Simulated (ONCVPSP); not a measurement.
**Which setting gave this result? (rubidium (Rb), ONCV)**

Base potential:

ONCVPSP 4.0.1 input, shortened (lines: element, Z, core and valence counts, functional; n l f; lmax; l rc ep ncon nbas qcut; lloc lpopt rc5 dvloc0; l nproj debl; icmod fcfact rcfact), PBE, scalar-relativistic:

```
  Rb 37.00    6    3        4      upf
    1    0    2.00
    2    0    2.00
    2    1    6.00
    3    0    2.00
    3    1    6.00
    3    2   10.00
    4    0    2.00
    4    1    6.00
    5    0    1.00
    2
    0    2.30    0.00    4    8    6.10
    1    2.30    0.00    4    8    4.90
    2    2.00    0.09    4    9    4.50
    4    5    1.35   -1.00
    0    3    2.10
    1    2    3.80
    2    2    2.80
    0    0.00    0.00
```

Cutoffs, loose and tight: the cutoffs (Ha) at which the residual kinetic energy of the hardest occupied pseudo-wave falls to 1 and 0.1 mHa per electron. They do not see the model core or the augmentation charge, which bear on the density cutoff. Test errors are all-electron minus pseudo excitation energies from the reference, over the configurations 4s2 4p6 5s0; 4s2 4p6 5s0.5; 4s2 4p6 5s0 5p1; 4s2 4p5 5s1; variants that change the core or the reference have their own tests.

Only the scale of all radii (base = 1) is moved:

```
scale of all radii (base = 1)  cutoff, loose  cutoff, tight  bound ghosts  largest test error (meV)
                          0.8          14 Ha          31 Ha          none                       -12
                         0.88          13 Ha          15 Ha          none                       -14
                         0.93          12 Ha          14 Ha          none                       -15
                            1          11 Ha          13 Ha          none                       -15
                         1.09         9.3 Ha          12 Ha          none                       -16
                         1.25         8.1 Ha          11 Ha          none                       -12
                         1.32         7.9 Ha          10 Ha          none                      -7.1
```

Q: One more run gave cutoff, loose: 8.3 Ha; cutoff, tight: 11 Ha; bound ghosts: d; largest test error (meV): -15. Which value of the scale of all radii (base = 1) was used?

A: 1.17. The loose cutoff moves one way along this sweep, from 14 Ha at 0.8 to 7.9 Ha at 1.32, which places the run between 1.09 and 1.25.
